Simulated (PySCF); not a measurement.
**Simulated characterisation data**

- NMR shieldings at PBE0/pcSseg-1/GIAO
- coordinates at the GFN2-xTB level
- code: PySCF 2.14
- isolated molecule, no relativistic terms, averaged over atoms made equivalent by symmetry, fast rotation or ring inversion, single conformer

Chemical shifts δ = σref − σ; ¹H (σ = 31.72 ppm) and ¹³C (σ = 186.93 ppm) against TMS, all at this level. Splittings of carbon signals by F and P are missing where no couplings were computed. Where no couplings were computed, multiplicities follow the n + 1 count of equivalent neighbours, and m marks all less simple cases (inequivalent or close neighbours, rings, F or P nearby). Shifts are as computed. Against solution values, carbons near 30 ppm lie about +3 ppm off and those near 130 ppm about +5 ppm. Of 1211 compounds with measured shifts, 218 miss one by over three times the rms of a fit or turn the order of signals round; such compounds aren't used in these exercises. OH and NH positions are gas-phase values without hydrogen bonding to other molecules.

**1.** SMILES CCCn1nccn1, C5H9N3. ¹H NMR (400 MHz, computed): δ 7.66 (s, 2H), 4.49 (t, 2H), 1.84 (m, 2H), 0.84 (t, 3H). ¹³C{¹H} NMR (computed): δ 138.5 (CH), 57.7 (CH2), 29.3 (CH2), 13.7 (CH3).

**2.** SMILES N([Si@@H](N=C)C)C, C3H10N2Si. ¹H NMR (400 MHz, computed): δ 8.76 (d, 1H), 8.54 (d, 1H), 5.25 (q, 1H), 2.79 (s, 3H), 0.17 (br s, 1H), 0.08 (d, 3H). ¹³C{¹H} NMR (computed): δ 170.4, 29.4, 0.8.

**3.** `FC1=C(C(F)(F)F)OC=CO1`, C5H2F4O2. ¹H NMR (400 MHz, computed): δ 5.75 (m, 1H), 5.74 (m, 1H). ¹³C{¹H} NMR (computed): δ 164.6 (C), 136.7 (CH), 132.4 (CH), 129.3 (C), 116.6 (C).
